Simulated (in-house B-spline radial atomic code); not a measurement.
Computed with a B-spline radial atomic code. Model: two electrons, singlet ground state, non-relativistic, full CI in B-splines with partial waves to l = 8 (at full coupling up to 3e-4 hartree above the limit, correlation up to 0.6 % small), density held at that of full coupling by Lieb maximisation.

W(λ) is the mean repulsion in the state of coupling λ less the Hartree energy of the fixed density. Its start is exact exchange, its initial slope is twice the second-order Görling-Levy correlation energy, and its area from 0 to 1 is E_xc. A straight curve means weak, dynamic correlation, and a curve that drops fast and flattens means strong correlation.

Command:
```bash
python run_ac.py task.json out
```
Settings (lengths in bohr, energies in hartree):
```
potential              gauss
strength               1.76
lmax                   8
second                 8.85
```

Cost of the run: 59 s on 1 thread of Intel(R) Xeon(R) Processor @ 2.30GHz, on a shared host.

**W = mean repulsion less Hartree energy, and W of three functionals.**

Given: confinement Gaussian well; well depth 1.76 hartree; well width 8.85 bohr; external potential -V exp(-r^2/w^2).

Computed: PBE exchange minus exact 12.952 millihartree; SCAN exchange minus exact 0.60933 millihartree.

| coupling | W xc (hartree) | W xc minus exchange (millihartree) | kinetic minus Kohn-Sham (millihartree) | LDA (PW92) W minus its exchange (millihartree) | PBE W minus its exchange (millihartree) | SCAN W minus its exchange (millihartree) |
| --- | --- | --- | --- | --- | --- | --- |
| 0 | -0.30581 | 0 | 0 | 0 | 0 | 0 |
| 0.02 | -0.3078 | -1.996 | 0.02 | -9.19 | -3.26 | -1.86 |
| 0.05 | -0.31068 | -4.875 | 0.12 | -17.86 | -7.6 | -4.51 |
| 0.12 | -0.31691 | -11.102 | 0.65 | -32.08 | -16.17 | -10.16 |
| 0.25 | -0.32688 | -21.076 | 2.47 | -50.07 | -28.75 | -19.25 |
| 0.4 | -0.33632 | -30.512 | 5.51 | -64.81 | -40.06 | -28.04 |
| 0.6 | ? | ? | ? | ? | ? | ? |
| 0.8 | -0.35417 | -48.364 | 15.94 | -90.47 | -61.29 | -45.58 |
| 1 | ? | ? | ? | ? | ? | ? |
| 1.4 | -0.37002 | -64.21 | 32.92 | -113.06 | -81.1 | -62.54 |
| 2 | -0.37965 | -73.847 | 49.1 | -127.44 | -94.09 | -73.51 |
| 3 | -0.38958 | -83.769 | 73.47 | -143.13 | -108.51 | -85.04 |
| 4.5 | -0.39821 | -92.407 | 105.26 | -157.75 | -122.13 | -94.77 |
| 7 | -0.4062 | -100.39 | 150.16 | -172.18 | -135.7 | -102.9 |

Q: What belongs in the row 0.6?

A: W xc (hartree): -0.34632; W xc minus exchange (millihartree): -40.51; kinetic minus Kohn-Sham (millihartree): 10.47; LDA (PW92) W minus its exchange (millihartree): -79.35; PBE W minus its exchange (millihartree): -51.9; SCAN W minus its exchange (millihartree): -37.68.

Q: What belongs in the row 1?

A: W xc (hartree): -0.36049; W xc minus exchange (millihartree): -54.682; kinetic minus Kohn-Sham (millihartree): 21.6; LDA (PW92) W minus its exchange (millihartree): -99.39; PBE W minus its exchange (millihartree): -69.02; SCAN W minus its exchange (millihartree): -52.17.

Q: What is the LDA exchange minus exact?

A: 43.988 millihartree.

**Energy parts, natural occupations and partial-wave weights.**

Computed: total energy -2.6134 hartree; exchange energy -0.30581 hartree; correlation energy -0.03308 hartree; initial slope twice GL2 -0.1013 hartree; kinetic part over minus potential part 0.39504; Kohn-Sham kinetic 0.22361 hartree; Lieb Oxford ratio E_xc over LDA exchange 1.2944.

| natural | occupation of the shell (electrons) |
| --- | --- |
| s | 1.8913 |
| p | 0.10099 |
| s | 0.0057869 |
| d | ? |
| p | 0.00034173 |
| f | 0.00013952 |

Q: What belongs in the row d?

A: occupation of the shell (electrons): 0.0012947.

```csv
wave,weight
s,0.94855
p,0.050674
d,0.00067464
f,?
g,1.6382e-05
```

Q: What belongs in the row f?

A: weight: 7.6816e-05.

Q: What is the Hartree energy?

A: 0.61162 hartree.

Q: What is the kinetic part of the DFT correlation energy?

A: 0.021602 hartree.

Half-way to full coupling W has made 65 % of its drop, against 50 % for a straight line, and second-order (GL2) theory, half the initial slope, overshoots the correlation energy by about 53 %: a marked bend. Over couplings 0 to 1 the errors in E_xc come to about +10 millihartree for LDA, +3.2 millihartree for PBE, +2.8 millihartree for SCAN, so SCAN is nearest. In LDA and PBE the errors of exchange and correlation have opposite signs, so the sum is smaller than the larger of the two.
